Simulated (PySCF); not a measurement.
Species: C₇H₁₁NO.
SMILES with atom numbers: `[CH2:1]=[C:2]1[CH2:3][CH2:4][C@@H:5]([NH:6][CH:7]=[O:8])[CH2:9]1` (hydrogens: H10, H11 on C1; H12, H13 on C3; H14, H15 on C4; H16 on C5; H17 on N6; H18 on C7; H19, H20 on C9)

Computed with PBE0-D3(BJ)/def2-SVP geometry optimisation, gas phase (PySCF).

Problem. What internal coordinates does the optimisation give?

Solution. 
| bond | length (pm) | order |
| --- | --- | --- |
| C1=C2 | 133.5 | double |
| C2–C3 | 151.9 | single |
| C3–C4 | 153.8 | single |
| C4–C5 | 153.7 | single |
| C5–N6 | 144.9 | single |
| N6–C7 | 135.4 | single |
| C7=O8 | 121.0 | double |
| C5–C9 | 152.9 | single |
| C2–C9 | 150.9 | single |
| C1–H10 | 109.4 | single |
| C1–H11 | 109.4 | single |
| C3–H12 | 110.2 | single |
| C3–H13 | 110.1 | single |
| C4–H14 | 110.2 | single |
| C4–H15 | 109.9 | single |
| C5–H16 | 109.9 | single |
| N6–H17 | 101.3 | single |
| C7–H18 | 111.8 | single |
| C9–H19 | 110.0 | single |
| C9–H20 | 110.4 | single |

Orders are formal, as drawn. A selection of angles:
| angle | degrees |
| --- | --- |
| C2–C1–H10 | 121.5 |
| C2–C1–H11 | 121.3 |
| H10–C1–H11 | 117.2 |
| C1–C2–C3 | 126.2 |
| C1–C2–C9 | 125.9 |
| C3–C2–C9 | 107.8 |
| C2–C3–C4 | 105.1 |
| C2–C3–H12 | 110.3 |
| C2–C3–H13 | 111.4 |
| C4–C3–H12 | 111.9 |
| C4–C3–H13 | 112.1 |
| H12–C3–H13 | 106.2 |
| C3–C4–C5 | 104.5 |
| C3–C4–H14 | 110.6 |
| C3–C4–H15 | 113.9 |
| C5–C4–H14 | 108.8 |
| C5–C4–H15 | 111.7 |
| H14–C4–H15 | 107.2 |
| C4–C5–N6 | 112.2 |
| C4–C5–C9 | 102.2 |
| C4–C5–H16 | 111.9 |
| N6–C5–C9 | 109.8 |
| N6–C5–H16 | 106.8 |
| C9–C5–H16 | 114.1 |
| C5–N6–C7 | 122.3 |
| C5–N6–H17 | 118.7 |
| C7–N6–H17 | 118.9 |
| N6–C7–O8 | 125.1 |
| N6–C7–H18 | 112.1 |
| O8–C7–H18 | 122.8 |
| C5–C9–H19 | 113.8 |
| C5–C9–H20 | 108.5 |
| C2–C9–C5 | 102.8 |
| C2–C9–H19 | 114.0 |
| C2–C9–H20 | 109.8 |
| H19–C9–H20 | 107.7 |

Torsions: C1–C2–C3–C4 170° (antiperiplanar); C2–C3–C4–C5 -20° (synperiplanar); C3–C4–C5–N6 -79° (synclinal); C4–C5–N6–C7 -95° (anticlinal); C5–N6–C7–O8 -1° (synperiplanar); C4–C5–C9–C2 -41° (synclinal); C1–C2–C9–C5 -147° (anticlinal).

The C–C distances run from 1.335 Å (C1=C2, drawn double) to 1.538 Å (C3–C4, drawn single), a spread of 0.203 Å. N6 (amide nitrogen) is planar (angles 122.3°, 118.9° and 118.7°, sum 360.0°, 0.01 Å off the plane of its three neighbours). The C–N distances run from 1.354 Å (N6–C7, drawn single) to 1.449 Å (C5–N6, drawn single), a spread of 0.095 Å. Of the pairs four or more bonds apart, O8···H16 is among the closest relative to their van der Waals radii: 2.47 Å, 91 % of the sum of Bondi's values. The 5-membered ring C2–C3–C4–C5–C9 has internal angles of 102.2° to 107.8° (sum 522°, against 540° for a flat polygon); it is puckered, 0.18 Å rms from its mean plane, widest ring torsion 41°.

Point group: C1 (no symmetry element, even within 0.4 Å). No PBE0-D3(BJ)/def2-SVP frequencies stand behind this structure, so it isn't proved a minimum. One conformer, not necessarily the lowest.
